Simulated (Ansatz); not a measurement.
Reaction R1 + 2 R2 → P1 + 2 P2, each structure at its B3LYP-D3(BJ)/def2-TZVP stationary point, reached from a drawn start (curvature not checked).
R1: Cl2MoO2 (SMILES [O]=[Mo](=[O])([Cl])[Cl]), charge 0, multiplicity 1.
P1, Cl2Mo (SMILES [Cl][Mo][Cl]) (charge 0, multiplicity 5):
```xyz
3

Mo     0.0000     0.0000    -0.6255
Cl     2.0750     0.0000     0.3127
Cl    -2.0750     0.0000     0.3127
```
R2: H2 (SMILES [H][H]), charge 0, multiplicity 1.
P2: H2O (SMILES O), charge 0, multiplicity 1.

P less R. No zero-point or thermal terms; singlets are restricted closed shells; open shells are unrestricted; no spin–orbit coupling. The spin states of the d-block species are the ones drawn and need not be the lowest.

Frozen-core correlation throughout.

Programs: Ansatz (a first-principles code). All values are computed, each at the level named. Elements past Kr take the def2 small-core potentials, without spin–orbit coupling.

Total energies in hartree:

```
structure  PBE/def2-TZVPP  r2SCAN/def2-TZVPP  CCSD(T)/def2-QZVPP
---------  --------------  -----------------  ------------------
R1           -1138.898478       -1139.291781        -1137.793879
P1            -988.340982        -988.676723         -987.333842
R2              -1.166122          -1.171285           -1.173867
P2             -76.380147         -76.423173          -76.361323
```

Problem. Work out the reaction energy at each level in kcal/mol (1 hartree = 627.50947 kcal/mol), and say how far PBE/def2-TZVPP lies from CCSD(T)/def2-QZVPP.

Solution. 
- PBE/def2-TZVPP: 2 × (-76.380147) + (-988.340982) − (-1138.898478) − 2 × (-1.166122) = 0.129446 hartree = 81.23 kcal/mol
- r2SCAN/def2-TZVPP: 2 × (-76.423173) + (-988.676723) − (-1139.291781) − 2 × (-1.171285) = 0.111282 hartree = 69.83 kcal/mol
- CCSD(T)/def2-QZVPP: 2 × (-76.361323) + (-987.333842) − (-1137.793879) − 2 × (-1.173867) = 0.085125 hartree = 53.42 kcal/mol
PBE/def2-TZVPP less CCSD(T)/def2-QZVPP: 27.81 kcal/mol. CCSD(T)/def2-QZVPP is the level counted from, the highest shown, and no exact or measured value.
